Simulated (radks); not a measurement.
Results of a calculation; reference values are marked as such.
Ionisation of Sb+, [Kr] 4d10 5s2 5p2, to Sb2+, [Kr] 4d10 5s2 5p1, under several functionals. Dirac Kohn-Sham, spin-unpolarised, spherical densities, finite nucleus; open shells are shared between the two j in proportion to 2j + 1; a radial shooting solver on a logarithmic mesh with Libxc functionals. Known Delta-SCF values: BLYP 15.934 eV; AM05 15.982 eV. What does LDA (Slater exchange, VWN5 correlation) give, and what is its highest occupied eigenvalue?

Answer. 16.270 eV by Delta-SCF; the 5p3/2 eigenvalue is -11.990 eV. NIST: 16.63 eV (measured).

Beside tabulated values, note that spin-unpolarised runs miss the spin-polarisation part of the exchange energy of open shells.
